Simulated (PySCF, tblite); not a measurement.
Species: C7H11NOSi.
Cartesian coordinates in Å at the GFN2-xTB level; atoms count from 1:
```xyz
21
C7H11NOSi angstrom
C      0.2018    2.6862    0.7569
C      0.5936    1.4205    0.8763
C      0.2984    0.3614   -0.0643
Si    -0.6070    0.7082   -1.6938
C     -2.4568    0.9097   -1.3090
C      0.6804   -0.9021    0.2628
C      0.4140   -1.9914   -0.5975
N      0.2134   -2.9096   -1.2591
O      1.3187   -1.1685    1.4446
C      1.6859   -2.5045    1.6961
H     -0.3838    3.0310   -0.0781
H      0.4566    3.4217    1.5011
H      1.1743    1.1246    1.7411
H     -0.0447    1.9279   -2.2886
H     -0.3993   -0.3949   -2.6322
H     -3.0083    1.1959   -2.1991
H     -2.8800   -0.0235   -0.9465
H     -2.6337    1.6665   -0.5498
H      2.1413   -2.5047    2.6851
H      0.8164   -3.1693    1.6938
H      2.4099   -2.8680    0.9598
```

Level of theory: PBE0/pcSseg-1 in PySCF (dipole) on a GFN2-xTB geometry, gas phase.

Take the most abundant isotopes and a rigid rotor. The values belong to one conformer with, in the numbering `[CH2:1]=[CH:2]/[C:3]([SiH2:4][CH3:5])=[C:6](/[C:7]#[N:8])[O:9][CH3:10]`, C1–C2–C3–Si4 5°, C2–C3–Si4–C5 -78°, C3–C6–O9–C10 180°.

Question: What are A, B and C (MHz)?

Answer: Ia = 336.71, Ib = 593.94, Ic = 854.61 u·Å²; 505379 MHz·u·Å²/I gives A = 1501, B = 850.9, C = 591.4 MHz.

Question: What kind of rotor is it?

Answer: An asymmetric top; Ray's κ = -0.429.

Question: Is it planar, by Δ = Ic − Ia − Ib?

Answer: Not planar: Δ = Ic − Ia − Ib = -76.04 u·Å². For a rigid frame Δ = −2 Σ m c², so Σ m c² = 38.02 u·Å² lies off the ab plane: 12.38 from hydrogen and 25.64 from heavier atoms. The atom farthest from that plane is 1.88 Å away.

Question: List the rotational levels J(Ka,Kc) to J = 2 (MHz).

Answer: Above 0(0,0):
J = 1: 1(0,1) 1442, 1(1,1) 2092, 1(1,0) 2352
J = 2: 2(0,2) 4263, 2(1,2) 4717, 2(1,1) 5496, 2(2,1) 7446, 2(2,0) 7509

Question: Which lines would a microwave search look for?

Answer: The dipole components are |μa| = 0.07 D, |μb| = 2.38 D, |μc| = 0.74 D. Intensities carry the squares of the components, which stand as 0.00 : 1.00 : 0.10 (a : b : c). Some lines, for components of 0.1 D or more:

| type | branch | J(Ka,Kc) | MHz | lower level (cm⁻¹) |
| --- | --- | --- | --- | --- |
| c | Q | 2(1,2) ← 2(0,2) | 454 | 0.142 |
| c | Q | 1(1,1) ← 1(0,1) | 650 | 0.048 |
| b | Q | 1(1,0) ← 1(0,1) | 910 | 0.048 |
| b | Q | 2(1,1) ← 2(0,2) | 1233 | 0.142 |
| c | Q | 2(2,1) ← 2(1,1) | 1950 | 0.183 |
| b | Q | 2(2,0) ← 2(1,1) | 2014 | 0.183 |
| b | R | 1(1,1) ← 0(0,0) | 2092 | 0.000 |
| b | R | 2(0,2) ← 1(1,1) | 2171 | 0.070 |
| c | R | 1(1,0) ← 0(0,0) | 2352 | 0.000 |
| b | Q | 2(2,1) ← 2(1,2) | 2729 | 0.157 |
| b | R | 2(1,2) ← 1(0,1) | 3275 | 0.048 |
| c | R | 2(1,1) ← 1(0,1) | 4054 | 0.048 |
| b | R | 2(2,1) ← 1(1,0) | 5094 | 0.078 |
| c | R | 2(2,0) ← 1(1,0) | 5158 | 0.078 |
| c | R | 2(2,1) ← 1(1,1) | 5354 | 0.070 |
| b | R | 2(2,0) ← 1(1,1) | 5417 | 0.070 |

Question: Estimate the classical rotational partition function at 200 K, 298.15 K and 500 K.

Answer: Point group C1, symmetry number σ = 1; q = (√π/σ)·√((kT/h)³/(ABC)), k/h = 20836.6 MHz/K: 549000 at 200 K, 999000 at 298.15 K, 2170000 at 500 K.

Its GFN2-xTB frequencies are all real (lowest 23 cm⁻¹). No vibrational averaging or centrifugal distortion is included, and the geometry carries the error of its method. A rigid rotor knows nothing of internal rotation, which can split or shift real lines. Quadrupole hyperfine structure (14N) is left out.
